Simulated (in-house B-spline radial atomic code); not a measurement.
TDHF excitations of the silicon ion Si⁴⁺

Method: TDHF. Computed with a B-spline radial code for spherical atoms: linear response of the closed shell [He] 2s2 2p6 with bare exchange (time-dependent Hartree-Fock); scalar-relativistic (spin-free one-electron X2C), finite nucleus, no spin-orbit coupling, no double excitations, S, P, D and F terms only. Only terms of natural parity with L up to 3 were computed.

Command:
```bash
python run_td.py task.json out
```
Settings (radii: box in bohr, nucleus in fm):
```
Z                        14
electrons                10
configuration            [He] 2s2 2p6
hamiltonian              x2c
method                   hf
box_radius               19.1
rms_radius               3.1224
intervals                73
```

Time taken, with all properties: 0.3 s on 1 thread of Intel(R) Xeon(R) Platinum 8559C (Emerald Rapids), on a shared host.

The lowest states, in the order of their Tamm-Dancoff energies; the method's threshold (minus the highest occupied level) is 168.54 eV. Labels give the largest channel, * marks a mixed state, and oscillator strengths are full-response dipole values. Energies in eV:

| state | full response | Tamm-Dancoff | oscillator strength |
| --- | --- | --- | --- |
| 2p → 3s 3P | 105.24 | 105.29 | - |
| 2p → 3s 1P | 106.53 | 106.55 | 0.25 |
| 2p → 3p 3S | 113.00 | 113.13 | - |
| 2p → 3p 3D | ? | ? | - |
| 2p → 3p 1D | 115.95 | 115.96 | - |
| 2p → 3p 1S | 121.16 | 121.59 | - |
| 2p → 3d 3P | 127.75 | 127.76 | - |
| 2p → 3d 3F | 128.25 | 128.27 | - |
| 2p → 3d 1F | 128.78 | 128.78 | - |
| 2p → 3d 1P | 130.21 | 130.30 | 1.1 |
| 2p → 4s 3P | 137.97 | 137.98 | - |
| 2p → 4s 1P | 138.35 | 138.35 | 0.0462 |
| 2p → 4p 3S | 140.76 | 140.80 | - |
| 2p → 4p 3D | 141.47 | 141.48 | - |
| 2p → 4p 1D | 141.75 | 141.76 | - |
| 2p → 4p 1S | 143.52 | 143.68 | - |
| 2p → 4d 3P | ? | ? | - |
| 2p → 4d 3F | 146.09 | 146.10 | - |
| 2p → 4d 1F | 146.32 | 146.33 | - |
| 2p → 4d 1P | 147.01 | 147.05 | 0.437 |
| 2p → 4f 3D | 147.15 | 147.15 | - |
| 2p → 4f 1D | 147.18 | 147.18 | - |

Question: Where does 2p → 3p 3D lie?

Answer: At 115.03 eV in full response, 115.08 eV in Tamm-Dancoff.

Question: Where does 2p → 4d 3P lie?

Answer: At 145.91 eV in full response, 145.91 eV in Tamm-Dancoff.

Question: How large is the singlet-triplet splitting of 2p → 3s (P terms) in Tamm-Dancoff?

Answer: 1.25 eV, from the unrounded values.

Question: What polarisabilities and dispersion coefficient does the method give?

Answer: Dipole 0.1624 bohr³, quadrupole 0.1022 bohr⁵, C6 0.1195 hartree·bohr⁶ for two such species.
